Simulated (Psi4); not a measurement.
C$_{4}$H$_{5}$ (SMILES [C-]1=CCC1), charge -1, singlet, geometry from GFN2-xTB (a gas-phase anion, which may not be bound at this level); HF/def2-TZVP run with Psi4.

The Psi4 input:
```
memory 2 GB

molecule {
-1 1
C    -0.02533349   -0.75783853    0.94342053
C    -0.00802865    0.60486190    0.84022569
C     0.00230685   -0.80474510   -0.64553953
C     0.01991368    0.73726238   -0.65092230
H    -0.01158461    1.42895093    1.56860418
H    -0.88380700   -1.24413323   -1.13304446
H     0.89493994   -1.26433309   -1.10150643
H     0.92355016    1.19102984   -1.11280146
H    -0.85624889    1.21124164   -1.14435815
}

set {
  basis def2-tzvp
}

energy('scf')
print_variables()
```

It wrote (shortened):

```
   => Loading Basis Set <=

    Name: DEF2-TZVP
    Role: ORBITAL
    Keyword: BASIS

         ---------------------------------------------------------
                                   SCF
               by Justin Turney, Rob Parrish, Andy Simmonett
                          and Daniel G. A. Smith
                              RHF Reference
         ---------------------------------------------------------

  ==> Geometry <==

    Molecular point group: c1
    Full point group: C1

    Geometry (in Angstrom), charge = -1, multiplicity = 1:

       Center              X                  Y                   Z               Mass
    ------------   -----------------  -----------------  -----------------  -----------------
         C           -0.024082967494    -0.733094428415     0.888739519519    12.000000000000
         C           -0.006778127494     0.629606001585     0.785544679519    12.000000000000
         C            0.003557372506    -0.780000998415    -0.700220540481    12.000000000000
         C            0.021164202506     0.762006481585    -0.705603310481    12.000000000000
         H           -0.010334087494     1.453695031585     1.513923169519     1.007825032230
         H           -0.882556477494    -1.219389128415    -1.187725470481     1.007825032230
         H            0.896190462506    -1.239588988415    -1.156187440481     1.007825032230
         H            0.924800682506     1.215773941585    -1.167482470481     1.007825032230
         H           -0.854998367494     1.235985741585    -1.199039160481     1.007825032230

  Running in c1 symmetry.

  Rotational constants: A =      0.45783  B =      0.42249  C =      0.23967 [cm^-1]
  Rotational constants: A =  13725.27672  B =  12665.81033  C =   7184.99821 [MHz]
  Nuclear repulsion =  104.786797847952002

  Charge       = -1
  Multiplicity = 1
  Electrons    = 30
  Nalpha       = 15
  Nbeta        = 15

  ==> Algorithm <==

  SCF Algorithm Type is DF.
  DIIS enabled.
  MOM disabled.
  Fractional occupation disabled.
  Guess Type is SAD.
  Energy threshold   = 1.00e-06
  Density threshold  = 1.00e-06
  Integral threshold = 1.00e-12

  ==> Primary Basis <==

  Basis Set: DEF2-TZVP
    Blend: DEF2-TZVP
    Number of shells: 64
    Number of basis functions: 154
    Number of Cartesian functions: 174
    Spherical Harmonics?: true
    Max angular momentum: 3

   => Loading Basis Set <=

    Name: (DEF2-TZVP AUX)
    Role: JKFIT
    Keyword: DF_BASIS_SCF

  ==> Integral Setup <==

  SCF_SUBTYPE=INCORE selected. In-core MEM_DF algorithm will be used.
  Using in-core AOs.

  ==> MemDFJK: Density-Fitted J/K Matrices <==

    J tasked:                   Yes
    K tasked:                   Yes
    wK tasked:                   No
    Algorithm:                 Core
    Schwarz Cutoff:           1E-12
    Mask sparsity (%):       0.1602
    Fitting Condition:        1E-10

   => Auxiliary Basis Set <=

  Basis Set: (DEF2-TZVP AUX)
    Blend: DEF2-UNIVERSAL-JKFIT
    Number of shells: 130
    Number of basis functions: 390
    Number of Cartesian functions: 456
    Spherical Harmonics?: true
    Max angular momentum: 4

  Minimum eigenvalue in the overlap matrix is 1.2300968166E-04.
  Reciprocal condition number of the overlap matrix is 1.3473930215E-05.
    Using symmetric orthogonalization.

  ==> Pre-Iterations <==

  SCF Guess: Superposition of Atomic Densities via on-the-fly atomic UHF (no occupation information).

   -------------------------
    Irrep   Nso     Nmo
   -------------------------
     A        154     154
   -------------------------
    Total     154     154
   -------------------------

  ==> Iterations <==

                           Total Energy        Delta E     RMS |[F,P]|

   @DF-RHF iter SAD:  -153.69851560005449   -1.53699e+02   0.00000e+00
   @DF-RHF iter   1:  -154.03842871383497   -3.39913e-01   4.01845e-03 ADIIS/DIIS
   @DF-RHF iter   2:  -154.19961991887018   -1.61191e-01   2.55680e-03 ADIIS/DIIS
   @DF-RHF iter   3:  -154.28214923180968   -8.25293e-02   2.98439e-04 ADIIS/DIIS
   @DF-RHF iter   4:  -154.28447910205185   -2.32987e-03   7.06246e-05 DIIS
   @DF-RHF iter   5:  -154.28461205233901   -1.32950e-04   2.60215e-05 DIIS
   @DF-RHF iter   6:  -154.28462951022749   -1.74579e-05   1.08322e-05 DIIS
   @DF-RHF iter   7:  -154.28463293897232   -3.42874e-06   3.28994e-06 DIIS
   @DF-RHF iter   8:  -154.28463347557292   -5.36601e-07   1.87127e-06 DIIS
   @DF-RHF iter   9:  -154.28463359624911   -1.20676e-07   4.11726e-07 DIIS
  Energy and wave function converged.

  ==> Post-Iterations <==

    Orbital Energies [Eh]
    ---------------------

    Doubly Occupied:

       1A    -11.027028     2A    -11.018295     3A    -10.980942
       4A    -10.961706     5A     -0.908969     6A     -0.665775
       7A     -0.648892     8A     -0.463505     9A     -0.415815
      10A     -0.371606    11A     -0.300354    12A     -0.281024
      13A     -0.222210    14A     -0.105326    15A     -0.079718

    Virtual:

      16A      0.308336    17A      0.335206    18A      0.352843
      19A      0.361058    20A      0.388479    21A      0.407177
      22A      0.420108    23A      0.456646    24A      0.483256
      25A      0.510620    26A      0.531099    27A      0.563932
      28A      0.572962    29A      0.580605    30A      0.604562
      31A      0.629378    32A      0.700127    33A      0.707275
      34A      0.713466    35A      0.727374    36A      0.753663
      37A      0.754532    38A      0.760466    39A      0.767245
      40A      0.785702    41A      0.808859    42A      0.896063
      43A      0.910879    44A      0.924832    45A      0.964137
      46A      1.045398    47A      1.086712    48A      1.155348
      49A      1.253367    50A      1.284605    51A      1.331089
      52A      1.363088    53A      1.378414    54A      1.395444
      55A      1.405293    56A      1.436708    57A      1.506120
      58A      1.508474    59A      1.545363    60A      1.552070
      61A      1.579070    62A      1.607679    63A      1.645407
      64A      1.677170    65A      1.745764    66A      1.820618
      67A      1.869613    68A      1.939906    69A      1.993444
      70A      1.996112    71A      2.021070    72A      2.088935
      73A      2.108584    74A      2.182292    75A      2.182490
      76A      2.249841    77A      2.256353    78A      2.260387
      79A      2.280312    80A      2.373283    81A      2.414253
      82A      2.489170    83A      2.543833    84A      2.607321
      85A      2.628620    86A      2.654452    87A      2.676593
      88A      2.696232    89A      2.803158    90A      2.807311
      91A      2.892330    92A      2.940779    93A      2.996355
      94A      3.009054    95A      3.077123    96A      3.082052
      97A      3.123038    98A      3.144592    99A      3.159825
     100A      3.191049   101A      3.226925   102A      3.269217
     103A      3.304113   104A      3.363263   105A      3.419833
     106A      3.422398   107A      3.439714   108A      3.464430
     109A      3.475582   110A      3.540849   111A      3.548492
     112A      3.643246   113A      3.651726   114A      3.696880
     115A      3.721600   116A      3.786448   117A      3.795902
     118A      3.820432   119A      3.861940   120A      3.911586
     121A      3.934132   122A      3.968377   123A      4.030590
     124A      4.083915   125A      4.092022   126A      4.143168
     127A      4.184385   128A      4.219221   129A      4.253707
     130A      4.406959   131A      4.412405   132A      4.442448
     133A      4.478784   134A      4.577050   135A      4.602959
     136A      4.621210   137A      4.737091   138A      4.778242
     139A      4.812831   140A      4.874504   141A      4.960449
     142A      4.971060   143A      4.985167   144A      5.101928
     145A      5.119835   146A      5.285709   147A      5.330989
     148A      5.470322   149A      5.554587   150A      5.697953
     151A     23.219136   152A     23.622344   153A     23.741222
     154A     23.867726

    Final Occupation by Irrep:
              A
    DOCC [    15 ]
    NA   [    15 ]
    NB   [    15 ]

  @DF-RHF Final Energy:  -154.28463359624911

   => Energetics <=

    Nuclear Repulsion Energy =            104.7867978479520019
    One-Electron Energy =                -421.2404930464481936
    Two-Electron Energy =                 162.1690616022470692
    Total Energy =                       -154.2846335962491082

Computation Completed

Properties will be evaluated at   0.000000,   0.000000,   0.000000 [a0]

Properties computed using the SCF density matrix

 Multipole Moments:

 ------------------------------------------------------------------------------------
     Multipole            Electronic (a.u.)      Nuclear  (a.u.)        Total (a.u.)
 ------------------------------------------------------------------------------------

 L = 1.  Multiply by 2.5417464519 to convert [e a0] to [Debye]
 Dipole X            :         -0.0313575            0.0685311            0.0371736
 Dipole Y            :         -0.3910379            1.3560277            0.9649898
 Dipole Z            :          1.5181060           -2.9966319           -1.4785258
 Magnitude           :                                                    1.7659631

 ------------------------------------------------------------------------------------

  Variable Map:
  ----------------------------------------------------------------------------
  "CURRENT ENERGY"           =>    -154.284633596249
  "CURRENT REFERENCE ENERGY" =>    -154.284633596249
  "DD SOLVATION ENERGY"      =>       0.000000000000
  "HF KINETIC ENERGY"        =>     154.188094543386
  "HF POTENTIAL ENERGY"      =>    -308.472728139635
  "HF TOTAL ENERGY"          =>    -154.284633596249
  "HF VIRIAL RATIO"          =>       2.000626112237
  "NUCLEAR REPULSION ENERGY" =>     104.786797847952
  "ONE-ELECTRON ENERGY"      =>    -421.240493046448
  "PCM POLARIZATION ENERGY"  =>       0.000000000000
  "PE ENERGY"                =>       0.000000000000
  "SCF ITERATION ENERGY"     =>    -154.284633596249
  "SCF ITERATIONS"           =>       9.000000000000
  "SCF TOTAL ENERGY"         =>    -154.284633596249
  "TWO-ELECTRON ENERGY"      =>     162.169061602247

  Array Variable Map:
  ----------------------------------------------------------------------------
  "CURRENT DIPOLE"           =>       0.037173600370 ... -1.478525843786 1 by 3
  "SCF DIPOLE"               =>       0.037173600370 ... -1.478525843786 1 by 3
  "SCF TOTAL ENERGIES"       =>    -153.698515600054 ... -154.284633596249 1 by 10
```
